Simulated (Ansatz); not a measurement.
Reaction (formal exchange of groups at the Se–In bond): `[SeH][InH2]` + `CO[SiH2]C` → `CO[SiH](C)[SeH]` + `[InH3]`

Isolated molecules relaxed with PBE0-D4/def2-TZVP in Ansatz; ΔE leaves out vibrations. CBS: MP2 limit from def2 TZ/QZ plus the TZ coupled-cluster correction, frozen cores. Functionals use def2-TZVPP. B3LYP here is the variant with VWN-RPA as its local correlation; programs differ in this. def2 core potentials past Kr. For In, Se outer-core shells are correlated without core-valence functions, which leaves a few kJ/mol of doubt a bond. Scalar relativity is left out up to krypton. Each species was taken in one conformer, which may not be the lowest.

```csv
level,ΔE (eV)
B3LYP-D4,0.49
HF/CBS(def2),0.62
```

**Question.** What does CCSD(T)/CBS give? (Estimate.)

**Answer.** The calculation gave: +0.52 eV. The listed levels differ from it by -0.03, 0.10 eV.

Largest T1 diagnostic among the species: 0.014.

The D4 term adds −0.08 eV with B3LYP and −0.05 eV with PBE0; it sums over pairs of atoms, weighted by their polarisabilities, and B3LYP, whose exchange is more repulsive, gets the larger term. In def2-TZVPP, CCSD(T) changes the Hartree–Fock value by −0.13 eV (the triples alone add −0.01 eV) and MP2 by −0.12 eV.
